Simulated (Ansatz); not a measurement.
Reactions of CH₆OSSi₂, SMILES `[SiH3]OC1[SiH2]S1`.

Program: Ansatz. Geometries: PBE0-D4/def2-TZVP. ΔE: electronic, gas phase. CBS: MP2 limit from def2 TZ/QZ plus the TZ coupled-cluster correction, frozen cores. This one scheme is used for every species. Functionals use def2-TZVPP. B3LYP here is the variant with VWN-RPA as its local correlation; programs differ in this. For Ge outer-core shells are correlated without core-valence functions, which leaves a few kJ/mol of doubt a bond. Scalar relativity is left out up to krypton. One conformer a species, not always the lowest.

```
                                                                                reaction  B3LYP-D4 (eV)  PBE-D4 (eV)  MP2/CBS(def2) (eV)  CCSD(T)/CBS(def2) (eV)
                                       `[SiH3]OC1[SiH2]S1` + H₂ → `C1[SiH2]S1` + silanol          -1.08        -1.03               -1.18                   -1.18
                  `[SiH3]OC1[SiH2]S1` + `[AlH2][SH]` → `[AlH2][S][SiH3]` + `OC1[SiH2]S1`           0.24         0.09                0.18                    0.20
                                     `[SiH3]OC1[SiH2]S1` + H₂S → `SC1[SiH2]S1` + silanol          -0.40        -0.42               -0.60                   -0.49
             `[SiH3]OC1[SiH2]S1` + `C=C[SiH](C)O` → `C=C[SiH](C)O[SiH3]` + `OC1[SiH2]S1`          -0.30        -0.26               -0.28                   -0.29
                               `[SiH3]OC1[SiH2]S1` + `OCS` → `OCS[SiH3]` + `OC1[SiH2]S1`           0.21         0.03                0.19                    0.20
                   `[SiH3]OC1[SiH2]S1` + `CN[SiH3]` → `CN([SiH3])[SiH3]` + `OC1[SiH2]S1`           0.29         0.23                0.26                    0.26
`[SiH3]OC1[SiH2]S1` + `[OH][GeH2][O][SiH3]` → `[SiH3][O][GeH2][O][SiH3]` + `OC1[SiH2]S1`          -0.21        -0.17               -0.20                   -0.21
```

Largest T1 diagnostic: 0.014, for `[SiH3]OC1[SiH2]S1`.
